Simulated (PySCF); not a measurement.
## CCl₃ + 3 HBr → CBr₃ + 3 HCl

Level: PBE0 in the def2-SVP basis family, all electrons, no relativity, computed in PySCF with density fitting; open shells unrestricted.

```
species                                   state and structure       E (Eh)  ZPE (kJ/mol)  H(298 K) − H(0) (kJ/mol)  S° (J/(mol K))
   CCl₃  doublet, C3v, C–Cl 1.712 Å (×3); Cl–C–Cl 117.1° (×3)  -1417.67728          19.5                      14.1           300.8
    HBr                            singlet, C∞v, H–Br 1.422 Å  -2574.14453          16.1                       8.7           198.5
   CBr₃  doublet, C3v, C–Br 1.862 Å (×3); Br–C–Br 118.2° (×3)  -7758.60333          14.8                      16.0           337.3
    HCl                            singlet, C∞v, H–Cl 1.285 Å   -460.50213          18.0                       8.7           186.7
```

Question: What is the electronic reaction energy?

Answer: At PBE0/def2-SVP, ΔE = 3.0 kJ/mol from the differences of the total energies times 2625.5, uphill. 

Question: Add zero-point, thermal and entropy terms for 298.15 K and 1 bar.

Answer: ΔZPE = 1.0 and Δ[H(298) − H(0)] = 1.9 kJ/mol give ΔH° = 5.9 kJ/mol. ΔS° = 1.1 J/(mol K), so ΔG° = 5.9 − 298.15 × (0.0011) = 6 kJ/mol and log₁₀K = -1.0.

Only the bonding shown was studied: isomers, or loss of a ligand pair, can lie lower.
